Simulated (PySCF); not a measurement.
TiOF, SMILES [O]=[Ti][F] (connectivity only; charge and spin as stated), neutral, multiplicity 2. Atoms are numbered in the order given.

```xyz
3

Ti     0.3410     0.1088     0.0000
O     -0.5180     1.4757     0.0000
F     -0.3731    -1.5778     0.0000
```
Charge 0, spin multiplicity 2.

Coordinates come from a PBE0-D3(BJ)/def2-TZVP optimisation. The spin state was assumed, not searched.

These are B3LYP/def2-TZVPD (PySCF) values and carry that method's errors.

Mulliken values depend strongly on the basis, most of all with diffuse functions as here. ESP charges are fitted to the potential on shells at 1.4 to 2.0 van der Waals radii. Atomic charges (e):

```tsv
atom	ESP fit	meta-Löwdin	Mulliken spin
Ti1	[?]	1.19	1.08
O2	[?]	-0.60	-0.08
F3	[?]	-0.60	0.00
```

Fill in the missing entries. (The exact figures need the calculation; the answer reports its results.)


- Ti1, ESP fit: 1.32
- O2, ESP fit: -0.74
- F3, ESP fit: -0.58
